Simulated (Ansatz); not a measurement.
Reaction (SMILES): Cl[Se] (Cl-Se) → Cl atom + Se atom
B3LYP-D3(BJ)/def2-TZVP geometries, fixed; electronic energies without zero-point terms.

Basis-set convergence of the atomisation energy at PBE with Ansatz (a first-principles code). Cartesian d functions, on some or all atoms, in 3-21G, 6-311G**; all else is spherical. The program fits the integrals of some runs and decomposes those of others, by size. Open shells are unrestricted. No added dispersion term, no relativity. Functions are those of the species that has most. Reference: the value in aug-cc-pV(5+d)Z, 72.51 kcal/mol, itself unsure by roughly 0.10 kcal/mol (its mean distance from pcseg-4, aug-pcseg-3, aug-cc-pV(Q+d)Z).

```
basis            functions  atomisation energy (kcal/mol)
---------------  ---------  -----------------------------
STO-3G                  27                          81.78
3-21G                   36                              …
pcseg-1                 45                              …
cc-pV(D+d)Z             50                          69.33
def2-SVP                50                          69.83
aug-pcseg-1             63                          67.75
aug-cc-pV(D+d)Z         68                          70.06
6-311G**                71                          67.44
pcseg-2                 77                              …
cc-pV(T+d)Z             82                          72.00
aug-pcseg-2            109                              …
cc-pV(Q+d)Z            132                          72.36
def2-QZVPP             159                          72.41
```

**Question.** Complete the blanks.

**Answer.** 
- 3-21G, atomisation energy (kcal/mol): 53.48
- pcseg-1, atomisation energy (kcal/mol): 67.38
- pcseg-2, atomisation energy (kcal/mol): 70.98
- aug-pcseg-2, atomisation energy (kcal/mol): 71.88
